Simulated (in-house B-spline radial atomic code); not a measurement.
La⁴⁺: [He] 2s2 (2p3/2)4 3s2 3p6 3d10 4s2 4p6 4d10 5s2 5p6 5d1 (with a hole in an inner shell)

Method: Dirac-Kohn-Sham PBE0, spherical fractional occupations, Fermi nucleus of rms radius 4.855 fm. Calculated with an all-electron radial atomic-structure program (B-spline basis).

Z_r = [3n² - l(l+1)]/(2<r>); Z_e = n√(-2ε); the last column is Slater's effective charge. Values are occupation-weighted means over j. An effective charge above Z reflects the relativistic contraction of the inner shells.

```json
{"shell": "1s", "electrons": "2", "ε (eV)": "-39385", "<r> (bohr)": "0.02504", "Z_r": "59.91", "Z_e": "53.80", "Slater": "56.70"}
{"shell": "2s", "electrons": "2", "ε (eV)": "-6538", "<r> (bohr)": "0.1057", "Z_r": "56.74", "Z_e": "43.84", "Slater": "53.55"}
{"shell": "2p", "electrons": "4", "ε (eV)": "-5803.1", "<r> (bohr)": "0.09451", "Z_r": "52.90", "Z_e": "41.30", "Slater": "53.55"}
{"shell": "3s", "electrons": "2", "ε (eV)": "-1487.8", "<r> (bohr)": "0.2776", "Z_r": "48.63", "Z_e": "31.37", "Slater": "47.45"}
{"shell": "3p", "electrons": "6", "ε (eV)": "-1287.3", "<r> (bohr)": "0.2736", "Z_r": "45.69", "Z_e": "29.18", "Slater": "47.45"}
{"shell": "3d", "electrons": "10", "ε (eV)": "-995.14", "<r> (bohr)": "0.248", "Z_r": "42.35", "Z_e": "25.66", "Slater": "37.85"}
{"shell": "4s", "electrons": "2", "ε (eV)": "-349.9", "<r> (bohr)": "0.6283", "Z_r": "38.20", "Z_e": "20.28", "Slater": "31.25"}
{"shell": "4p", "electrons": "6", "ε (eV)": "-280.73", "<r> (bohr)": "0.658", "Z_r": "34.96", "Z_e": "18.17", "Slater": "31.25"}
{"shell": "4d", "electrons": "10", "ε (eV)": "-176.64", "<r> (bohr)": "0.7083", "Z_r": "29.65", "Z_e": "14.41", "Slater": "19.85"}
{"shell": "5s", "electrons": "2", "ε (eV)": "-86.446", "<r> (bohr)": "1.427", "Z_r": "26.27", "Z_e": "12.60", "Slater": "13.25"}
{"shell": "5p", "electrons": "6", "ε (eV)": "-66.305", "<r> (bohr)": "1.584", "Z_r": "23.05", "Z_e": "11.04", "Slater": "13.25"}
{"shell": "5d", "electrons": "1", "ε (eV)": "-37.182", "<r> (bohr)": "2.021", "Z_r": "17.07", "Z_e": "8.27", "Slater": "5.00"}
```

The least bound orbital is 5d5/2 at -37.02 eV, and it is also the most diffuse (<r> = 2.029 bohr). The part-filled 2p shell lies below the filled 5p shell in orbital energy.

For the 1s electron the small component carries 4.45 % of the norm, the zero-frequency Breit interaction raises the level by 92.82 eV, self-energy by 60.36 eV, and vacuum polarisation lowers it by 8.856 eV.

Caution: exact exchange at fractional occupations of open shells leaves self-interaction of up to several eV.
